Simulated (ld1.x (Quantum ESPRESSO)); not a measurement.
## PBE ultrasoft dataset for Er (Z = 68), fully relativistic all-electron reference.

| Item | Value |
| --- | --- |
| Element | Er (Z = 68) |
| Generator | ld1.x (Quantum ESPRESSO) 7.5 |
| Type | ultrasoft |
| Functional | PBE |
| Relativity | fully relativistic |
| Frozen core | [Kr] 4d10 |
| Valence charge | 22 |
| Reference configuration | 4f12 5s2 5p6 5d0 6s2 6p0 |
| Partial waves | 5s (bound): rcut 1.70, rcutus 2.00 bohr; 6s (bound): rcut 1.70, rcutus 2.00 bohr; 5p (bound): rcut 2.00, rcutus 2.15 bohr; 6p (bound, empty): rcut 2.00, rcutus 2.15 bohr; 5d (bound, empty): rcut 2.40, rcutus 2.95 bohr; 5d channel at 0.25 Ry: rcut 2.40, rcutus 2.95 bohr; 4f (bound): rcut 1.05, rcutus 1.15 bohr; 4f channel at 0.3 Ry: rcut 1.05, rcutus 1.15 bohr |
| Local potential | all-electron potential smoothed inside 1.75 bohr (lloc = -1) |
| Core correction | none |
| Augmentation charge | built from norm-conserving waves at rcut, not smoothed further |

Open shells are filled in proportion to 2j + 1 (rel_dist='average').

Calculated quality:

```json
{
  "Configuration tests": "test run stopped at test 3 of 7 (negative rho)",
  "Lowest eigenvalue of the overlap operator": "0.06 (p1/2 channel)"
}
```

A Bessel basis up to 400 Ry misses an occupied level by 1.10 Ry, so cutoffs and ghosts were not judged. The potential misses its own reference levels by up to 1.3 eV, so it is not fit for use.

Generation and tests took about 3.3 s on one core of a shared server CPU.
